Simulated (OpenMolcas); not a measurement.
Pb+: effect of the level shift or regulariser

```yaml
Program: OpenMolcas 26.06
Basis: ANO-RCC-VQZP [9s8p6d4f3g]
Scalar_Hamiltonian: DKH2, point nucleus
Active_space: 3 electrons in 9 orbitals (RAS2 6s 6p; RAS3 6d, at most 2 electrons)
State_averaging: 2S+1 = 4 odd, 1 root (0 in the spin-orbit step); 2S+1 = 2 odd, 3 roots; 2S+1 = 4 even, 3 roots; 2S+1 = 2 even, 9 roots kept (CI in the orbitals of an earlier block)
Spin-orbit_coupling: RASSI with atomic mean-field integrals over the reference wave functions, term energies averaged over their components
```

Methods on the same reference wave functions:
A. RASSCF
B. SS-RASPT2, IPEA 0.25 Eh, imaginary shift 0.1 Eh (closed shells correlated: 5d)
C. SS-RASPT2, IPEA 0.25 Eh, sigma2 regulariser 0.3 Eh (closed shells correlated: 5d)

Energies in eV above 6s² 6p ²P°_1/2, the measured ground level; measured values from NIST Handbook of Basic Atomic Spectroscopic Data.

```csv
Level,A,B,C,Measured
6s² 6p ²P°_1/2,0.0000,0.0000,0.0000,0.0000
6s² 6p ²P°_3/2,1.5442,1.544,1.544,1.7458
6s 6p² ⁴P_1/2,6.4975,7.356,7.356,7.1800
6s 6p² ⁴P_3/2,7.2718,8.186,8.186,8.1984
6s 6p² ⁴P_5/2 [65 %],7.9326,8.642,8.648,
6s 6p² ²D_3/2,9.4792,9.367,9.386,
6s 6p² ²D_5/2 [65 %],9.9209,10.059,10.071,11.0311
```

Deviations, from unrounded energies. A percentage is the sum of absolute deviations over the sum of measured energies, with the sign that they share, or ± where signs differ.

```csv
Against measurement,Levels,A,B,C
mean absolute deviation (cm-1),4,5900,2700,2700
fine structure of the ground term (%),1,-11.6,-11.6,-11.6
other configurations (%),3,-10.3,±4.4,±4.3
```

B, C lie about equally close to measurement and A furthest from it. The largest miss of C in the table is 6s 6p² ²D_5/2 [65 %], by -7700 cm-1. The ranking rests on the paired levels alone, and a cruder setting can come out closer through cancelling errors.

Between B and C the level of the table that moves most is 6s 6p² ²D_3/2, by 150 cm-1 (lowest in B, highest in C). Moves below CASPT2's spread within the term are not significant.

The mean deviations of B to C differ by less than CASPT2's widest spread within a term (34 cm-1), so their order carries little weight.

The lowest spin-free term lies below A's lowest term by 0.430 hartree in B, 0.430 hartree in C.

CASPT2 does not keep the components of a term degenerate, so their means are used; among the terms shown or strongly mixed into the levels shown the widest spread is 34 cm-1 (6s 6p² ²D, B). Some high roots are left out of the spin-orbit mixing, which shifts the levels that they would mix with. Terms from blocks run as CI alone lack orbitals of their own. Active for correlation alone: 6d; no level in the range computed is led by a configuration that fills it, so any true level of that kind is missing. Spin-orbit splittings of 6p shells tend to come out small when the coupling is added on scalar orbitals. Some terms mix strongly with configurations of 6d, whose occupation reaches 0.18 (6s 6p² ²D). Measured partners are found by configuration, term and J. A level has none where our copy of the source lacks it or the pairing is in doubt (some pairs that miss far off the trend of their configuration count as doubtful), and it then counts in no deviation. Only configurations of the active space appear. Levels that lie high or do not pair safely by name in every column are left out.

A share in square brackets marks a mixed level and gives the weight of the term that names it, the lowest over the columns. ° marks odd parity.
